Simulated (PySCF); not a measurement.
Atomic charges against the basis set

Compound: BH₇N₂OSi.
Bonds: N1–B2, B2–N3, B2–O4, O4–Si5. Hydrogens: H6, H7 on N1; H8, H9 on N3; H10, H11, H12 on Si5.

PBE0 throughout (PySCF), one geometry, spherical d and f functions. Geometry: PBE0-D3(BJ)/def2-SVP, one conformer, isolated molecule. Atoms taken as equivalent share a column and are averaged.

Mulliken charges (e):

| basis | functions | N1/N3 | B2 | O4 | Si5 | H6/H7/H8/H9 | H10/H11/H12 |
| --- | --- | --- | --- | --- | --- | --- | --- |
| STO-3G | 36 | -0.503 | +0.418 | -0.432 | +0.672 | +0.184 | -0.130 |
| 6-31G | 63 | -0.889 | +0.892 | -0.817 | +0.815 | +0.320 | -0.131 |
| pcSseg-0 | 63 | -0.904 | +0.997 | -0.890 | +0.781 | +0.309 | -0.106 |
| 6-31G* | 88 | -0.849 | +0.638 | -0.570 | +0.561 | +0.338 | -0.095 |
| cc-pVDZ | 109 | -0.096 | -0.014 | -0.325 | +0.410 | +0.086 | -0.074 |
| def2-SVP | 109 | -0.178 | +0.014 | -0.388 | +0.549 | +0.123 | -0.104 |
| aug-cc-pVDZ | 182 | -0.007 | +0.824 | -0.825 | -0.273 | -0.107 | +0.239 |
| 6-311+G(2d,p) | 185 | -0.758 | +1.169 | -1.055 | +0.695 | +0.236 | -0.079 |
| def2-TZVP | 203 | -0.556 | +0.416 | -0.383 | +0.271 | +0.233 | -0.041 |
| cc-pVTZ | 252 | -0.299 | +0.154 | -0.264 | +0.257 | +0.148 | -0.046 |
| IGLO-III | 254 | -0.594 | +0.707 | -0.631 | +0.903 | +0.192 | -0.186 |

IAO charges (e):

```
        basis  functions   N1/N3      B2      O4     Si5  H6/H7/H8/H9  H10/H11/H12
       STO-3G         36  -0.508  +0.322  -0.522  +0.783       +0.211       -0.137
        6-31G         63  -0.625  +0.417  -0.624  +0.700       +0.267       -0.104
     pcSseg-0         63  -0.584  +0.381  -0.617  +0.701       +0.254       -0.104
       6-31G*         88  -0.625  +0.449  -0.665  +0.843       +0.263       -0.143
      cc-pVDZ        109  -0.615  +0.424  -0.659  +0.833       +0.263       -0.140
     def2-SVP        109  -0.605  +0.417  -0.656  +0.852       +0.259       -0.147
  aug-cc-pVDZ        182  -0.649  +0.436  -0.669  +0.836       +0.276       -0.137
6-311+G(2d,p)        185  -0.651  +0.443  -0.681  +0.871       +0.277       -0.146
    def2-TZVP        203  -0.648  +0.448  -0.684  +0.883       +0.275       -0.150
      cc-pVTZ        252  -0.645  +0.446  -0.680  +0.867       +0.274       -0.146
     IGLO-III        254  -0.653  +0.446  -0.683  +0.880       +0.277       -0.149
```

Hirshfeld charges (e):

| basis | functions | N1/N3 | B2 | O4 | Si5 | H6/H7/H8/H9 | H10/H11/H12 |
| --- | --- | --- | --- | --- | --- | --- | --- |
| STO-3G | 36 | -0.255 | +0.189 | -0.264 | +0.449 | +0.102 | -0.090 |
| 6-31G | 63 | -0.268 | +0.195 | -0.301 | +0.388 | +0.119 | -0.074 |
| pcSseg-0 | 63 | -0.276 | +0.194 | -0.292 | +0.414 | +0.120 | -0.081 |
| 6-31G* | 88 | -0.267 | +0.192 | -0.272 | +0.366 | +0.121 | -0.079 |
| cc-pVDZ | 109 | -0.273 | +0.195 | -0.263 | +0.375 | +0.121 | -0.082 |
| def2-SVP | 109 | -0.276 | +0.200 | -0.265 | +0.383 | +0.122 | -0.084 |
| aug-cc-pVDZ | 182 | -0.281 | +0.220 | -0.283 | +0.388 | +0.119 | -0.079 |
| 6-311+G(2d,p) | 185 | -0.279 | +0.217 | -0.286 | +0.391 | +0.119 | -0.080 |
| def2-TZVP | 203 | -0.282 | +0.218 | -0.278 | +0.381 | +0.120 | -0.080 |
| cc-pVTZ | 252 | -0.283 | +0.218 | -0.275 | +0.379 | +0.121 | -0.080 |
| IGLO-III | 254 | -0.284 | +0.221 | -0.277 | +0.378 | +0.119 | -0.077 |

Some averages cover members that differ in this geometry, most widely: H10/H11/H12, Mulliken in aug-cc-pVDZ +0.210 to +0.266; H10/H11/H12, Mulliken in 6-31G -0.152 to -0.118; N1/N3, Mulliken in def2-SVP -0.195 to -0.161; N1/N3, Mulliken in pcSseg-0 -0.920 to -0.888 e.

Task: Which scheme is steadiest as the basis changes?

Result: Largest range over the bases for any column: Hirshfeld 0.08 e, IAO 0.18 e, Mulliken 1.18 e. Hirshfeld charges move least and Mulliken charges most, counted in e. Without the minimal STO-3G basis the ranges are Hirshfeld 0.05, IAO 0.18, Mulliken 1.18 e.

Task: How much do the charges still move between the two largest bases, cc-pVTZ and IGLO-III?

Result: At most, over all atoms: Mulliken 0.646 e, IAO 0.013 e, Hirshfeld 0.003 e.

Task: What do the same runs give for the total energy, the frontier levels and the dipole moment?

Result: 
```
        basis  energy (Eh)  HOMO (eV)  LUMO (eV)  μ (D)
       STO-3G    -496.9074      -3.62       7.07   0.97
        6-31G    -502.9499      -6.43       0.85   1.65
     pcSseg-0    -502.2406      -6.52       1.03   1.74
       6-31G*    -503.0432      -6.48       0.90   1.67
      cc-pVDZ    -503.0795      -6.56       0.94   1.70
     def2-SVP    -502.8305      -6.65       1.02   1.76
  aug-cc-pVDZ    -503.1070      -6.98      -0.29   1.46
6-311+G(2d,p)    -503.1641      -7.00      -0.17   1.55
    def2-TZVP    -503.1843      -6.95       0.36   1.59
      cc-pVTZ    -503.1780      -6.87       0.55   1.62
     IGLO-III    -503.1910      -6.99       0.34   1.54
```

The dipole is fixed by the density alone, so its range of 0.79 D shows that the density itself changes with the basis, not only its division among atoms.
